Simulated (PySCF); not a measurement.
## Mn+: excitation energy

Mn+ [Ar] 3d5 4s1 (7S) → Mn+ [Ar] 3d5 4p1 (7P), as a difference of total energies. Computed with PySCF 2.14 in dyall-av2z (16s12p7d2f, 101 functions), with no relativity, point nucleus. Correlated levels: valence: [Ar] frozen; virtual orbitals above 40 to 60 times the deepest correlated orbital energy dropped. The calculations carry no spin-orbit coupling.

| method | excitation energy (eV) |
| --- | --- |
| UHF | 4.390 |
| MP2 (valence) | 4.515 |
| SCS-MP2 (valence) | 4.432 |
| CCSD (valence) | 4.506 |
| CCSD(T) (valence) | 4.507 |

Q: How much does correlation contribute at CCSD(T) (valence)?

A: 4.507 − (4.390) = 0.117 eV, measured against UHF.

These non-relativistic numbers lack the scalar-relativistic shift.

Errors of the correlated levels include the incompleteness of this basis and the frozen core.

For comparison: 4.788 eV (measured; NIST levels, between the centres of gravity of the two terms).
